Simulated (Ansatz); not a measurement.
CH2OS, SMILES `O[C]S` (excited triplet; H–O–C–S torsion 71°, O–C–S–H torsion 76°) (charge 0, multiplicity 3). This triplet is an excited state, 1.52 eV above the relaxed singlet at the level frozen-core CCSD(T)/cc-pVTZ // PBE0-D3(BJ)/def2-TZVP (Ansatz, an electronic-structure program).

These are PBE/cc-pVTZ // PBE0-D3(BJ)/def2-TZVP (Ansatz) values and carry that method's errors.

Ansatz 0.2 input:
```yaml
crystal:
  periodic: [false, false, false]
  atoms:
    - { symbol: O, position_ang: [-1.231467, 0.301723, -0.382505] }
    - { symbol: C, position_ang: [-0.210903, 0.485278, 0.447162] }
    - { symbol: S, position_ang: [1.25463, -0.379883, 0.593441] }
    - { symbol: H, position_ang: [-1.72882, -0.500621, -0.164285] }
    - { symbol: H, position_ang: [1.916558, 0.093504, -0.493814] }
basis:
  gaussian: { orbitals: cc-pVTZ }
hamiltonian:
  xc: pbe
magnetization:
  spin_polarized: true
  initial_magnetization: 2
```

Output:

```
Functional definition: PBE
719 factors; their error is unknown
mean field evaluation 1: about -13936.0901 eV, gradient 3.7e1 eV
mean field evaluation 2: about -13901.4733 eV, gradient 8.9e1 eV
mean field evaluation 4: about -13941.6038 eV, gradient 7.3e0 eV
mean field evaluation 8: about -13941.8505 eV, gradient 9.4e-2 eV
mean field evaluation 16: about -13941.8248 eV, gradient 1.7e-4 eV
mean field -13941.82477655 eV, -512.3526104301 hartree, gradient 5.0e-5 eV, S^2 2.005563; 0 other end points of the search recorded, 0 dependent functions left out
reference -13941.82480768 eV, -512.3526115739 hartree; 17, 15 occupied and 105, 107 virtual orbitals, 719 factors
Total energy: -13941.82480768 eV, -512.3526115739 hartree
```
